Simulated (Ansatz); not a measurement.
`[SH][GeH]` + silanol → `[SiH3][O][GeH]` + H₂S at 500 K and 1 bar (ligand exchange at a Ge–S bond).

Calculated with Ansatz (gas phase, PBE0-D4/def2-TZVP geometries, no zero-point term in ΔE). CCSD(T)/CBS is the MP2 limit (def2-TZVPP, def2-QZVPP) plus CCSD(T) − MP2 in def2-TZVPP, frozen cores. This one scheme is used for every species. For Ge outer-core shells are correlated without core-valence functions, which leaves a few kJ/mol of doubt a bond. Scalar relativity is left out up to krypton.

```
         species  CCSD(T)/CBS energy (Eh)  H − E (kJ/mol)  S (J/(mol·K))
     `[SH][GeH]`              -2475.08182            64.8          299.8
       `O[SiH3]`               -366.69042           127.5          292.9
`[SiH3][O][GeH]`              -2442.79250           128.6          366.3
             H₂S               -398.97279            57.0          224.0
```

H − E and S are ideal-gas, rigid-rotor, harmonic terms from PBE0-D4/def2-TZVP. 1 Eh = 2625.50 kJ/mol, R = 8.31446 J/(mol·K).

By hand: ΔE, ΔH, ΔS and ΔG.

ΔE = (-2442.79250) + (-398.97279) − (-2475.08182) − (-366.69042) = 0.00695 Eh = 18.2 kJ/mol. Δ(H − E) = 128.6 + 57.0 − 64.8 − 127.5 = -6.7, so ΔH = 11.5 kJ/mol. ΔS = 366.3 + 224.0 − 299.8 − 292.9 = -2.4 J/(mol·K). ΔG = 11.5 − 500 × (-2.4)/1000 = 12.7 kJ/mol.

By hand: the equilibrium constant, and the temperature at which ΔG would vanish if ΔH and ΔS stayed fixed.

log₁₀ K = −ΔG/(RT ln 10) = -1.3. ΔH and −TΔS have one sign here, so there is no such temperature. One of them is within its doubt of zero, so this could turn.

The number of gas molecules stays the same, so ΔS is small and ΔH decides. A doubt of 5 kJ/mol in ΔE shifts log₁₀ K by 0.5 here. These are equilibria of isolated gas molecules and say nothing of rates. Largest T1 diagnostic: 0.015 (customary marks: 0.02 for closed shells, 0.045 for open ones).
